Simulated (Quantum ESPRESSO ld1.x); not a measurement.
All-electron atom: neutral fluorine in [He] 2s2 2p5.

Method: non-relativistic Kohn-Sham, LDA (Slater exchange, Perdew-Zunger correlation), spin-polarised, spherical densities, point nucleus, Latter tail correction; open shells are filled with parallel spins first; computed with ld1.x of Quantum ESPRESSO 7.5.

Energy parts (hartree):
| part | energy |
|---|---|
| electron-nucleus | -236.6949 |
| Hartree | 48.8605 |
| exchange-correlation | -9.5461 |

Orbitals (lengths in bohr, moments of r in powers of bohr; r(90%) holds 90 % of the orbital's charge):
orbital  occ.  eigenvalue (hartree)  r(90%)     <r>     <r^4>
1s up       1              -24.3128   0.318  0.1775  0.004725
1s down     1              -24.2822   0.317  0.1773  0.004702
2s up       1              -1.18600    1.64   1.011     3.281
2s down     1              -1.12950    1.67   1.026     3.555
2p up       3              -0.52187    2.02   1.126     8.895
2p down     2              -0.46902    2.15   1.183     11.47

The highest occupied level is 2p down at -12.763 eV. Summed over all electrons, <r^2> = 11.72 bohr^2, which gives a Langevin (diamagnetic) susceptibility term of -9.28 x 10^-6 cm^3/mol. The density falls to 0.001 e/bohr^3 at r = 3.27 bohr. Virial ratio -V/T = 2.01103. Spin moment in Bohr magnetons: 1.
